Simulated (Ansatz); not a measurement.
Total energies of Ir(PH3)2H5 (P₂IrH₁₁) from Ansatz at PBE0-D4/def2-TZVP, gas phase (1 Eh = 27.2114 eV = 2625.5 kJ/mol). The reference geometry is relaxed at PBE-D4/def2-SVP.

```
                 state                    geometry  energy (Eh)
      charge 0 singlet                   reference   -793.46368
      charge 1 doublet                   reference   -793.11710
      charge 0 triplet  relaxed at PBE-D4/def2-SVP   -793.37225
free Ir atom (quartet)                           –   -104.22852
 free P atom (quartet)                           –   -341.13505
 free H atom (doublet)                           –     -0.50104
```

In the def2 sets Ir takes a core potential; there is no spin–orbit coupling.

Q: Work out the vertical ionisation energy to the doublet.

A: E(charge 1 doublet) − E(charge 0 singlet) = -793.11710 − (-793.46368) = 0.34658 Eh = 9.43 eV. For comparison, −ε of the highest occupied level is 7.54 eV at this level, 1.89 eV less.

Q: Which of the charge 0 states is lowest, and how far above it are the others?

A: The singlet. triplet: -793.37225 − (-793.46368) = 0.09143 Eh = 240.0 kJ/mol. A quintet, which d4 allows, wasn't run and may lie lower. The triplet has fallen apart, so its energy is that of loose fragments and no spin gap. The triplet differs in its bonds from the reference.

Q: What is the binding energy per atom against free atoms?

A: Atoms: 1 × (-104.22852) + 2 × (-341.13505) + 11 × (-0.50104) = -792.01006 Eh. Binding: -792.01006 − (-793.46368) = 1.45362 Eh = 39.56 eV, or 2.83 eV for each of 14 atoms (no zero-point energy, no counterpoise term).
